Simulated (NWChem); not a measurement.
System: CH6BeGe; SMILES [CH3][Be][GeH3]

The following NWChem deck was run.

```
start job
memory heap 200 mb stack 900 mb global 1100 mb
geometry units angstroms
  Be    -0.197640     1.103781    -0.804773
  C     -0.444907     2.479093    -1.805675
  H     -1.243827     3.142896    -1.470517
  H     -0.709499     2.242556    -2.838111
  H      0.425074     3.132344    -1.896063
  Ge     0.110282    -0.614695     0.447777
  H      0.926775    -1.771801    -0.064791
  H      0.801218    -0.453257     1.776231
  H     -1.076744    -1.404714     0.932625
end
basis spherical
  * library def2-svp
end
dft
  xc pbe0
  iterations 150
end
driver
  maxiter 120
end
task dft optimize
task dft freq
```

The level has its own optimisation; frequencies are unscaled.

**Question.** What results follow from this input? (PBE0/def2-SVP.) Quantities: r Be–C (Å); r Be–Ge (Å); r C–H (Å); r Ge–H (Å); highest harmonic frequency (cm⁻¹); lowest (cm⁻¹); zero-point energy (kcal/mol); dipole (D).

**Answer.** The r Be–C (Å) comes out as 1.676. The r Be–Ge (Å) comes out as 2.206, the r C–H (Å) is 1.105 and the r Ge–H (Å) is 1.546. The highest harmonic frequency (cm⁻¹) is 3123. The lowest (cm⁻¹) comes out as 15 and the zero-point energy (kcal/mol) is 37.3. The dipole (D) is 1.34.
